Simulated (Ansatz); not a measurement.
A made-up structure of BH$_{2}$Se, doublet:

| atom | x (Å) | y (Å) | z (Å) |
| --- | --- | --- | --- |
| B1 | 1.4714 | -0.3307 | 0.7581 |
| Se2 | -0.1522 | 0.0342 | -0.0784 |
| H3 | -1.3618 | -0.8001 | 0.2692 |
| H4 | -0.2239 | 1.1564 | -1.0862 |

It is relaxed with PBE-D4/def2-SVP and then PBE0-D4/def2-TZVP (Ansatz 0.2.0). Atoms count as bonded within 1.22 times the sum of their covalent radii (H–H: 0.88 Å). The end point is not checked to be a true minimum.

(1) Does its bonding change? (Judge from chemistry; the calculation decides.)

Answers

(1) By the calculation: No: no bond forms or breaks.

Where it ends: The first stage lowers the energy by 0.71 eV in 6 steps. It ends as BH₂Se ([B][SeH2]):
```
4
angstrom
B 1.7499 -0.3932 0.9016
Se -0.0768 0.0173 -0.0396
H -1.4389 -0.5885 0.0590
H -0.5007 1.0244 -1.0583
```

Labels in which every atom is bracketed show which atoms are joined, not bond orders.

For scale, one of the runs: PBE0-D4/def2-TZVP relaxation, 91 basis functions, launched by `ansatz run in.yaml --threads 2 --pin off --events-out ev --progress --plain --max-ram 4352MiB`. The run took about 12 s on 2 CPU threads of an Arm Neoverse V1 (shared host).
